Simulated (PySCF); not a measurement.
**Dipole response of Zn (zinc, neutral)**

[Ar] 3d10 4s2, closed-shell 1S. Calculation: PySCF 2.14, in aug-cc-pVQZ-PP with ECP10MDF (7s7p6d4f3g2h, 135 functions); a scalar-relativistic core potential. Coupled (time-dependent) response in atomic units; α is the mean over directions.

| method | mean α (bohr³) | C₆ (like pair) | S(−4) |
| --- | --- | --- | --- |
| UHF | 50.78 | 401.0 | 1369 |
| PBE | 38.62 | 280.6 | 757.3 |
| PBE0 | 41.16 | 304.6 | 866.6 |

S(−4) is the Cauchy moment in α(ω) = α(0) + S(−4) ω² + …

Reference α: 38.67 ± 0.3 bohr³ (recommended; Schwerdtfeger and Nagle, table of static dipole polarizabilities (2023 update)). Published C₆: 284.0 (Chu and Dalgarno (2004); Tang, Norbeck and Certain (1976)).

Hartree-Fock lies above the reference because it lacks correlation, which contracts the outer shell.

α(iu) at UHF:

```tsv
u (hartree)	α(iu) (bohr³)
0	50.78
0.0500	47.59
0.100	40.18
0.200	25.37
0.300	16.38
0.500	8.453
0.750	4.891
1.00	3.346
1.50	1.991
2.00	1.385
3.00	0.8236
5.00	0.4102
```

Energies and moments cover only the electrons outside the core potential.
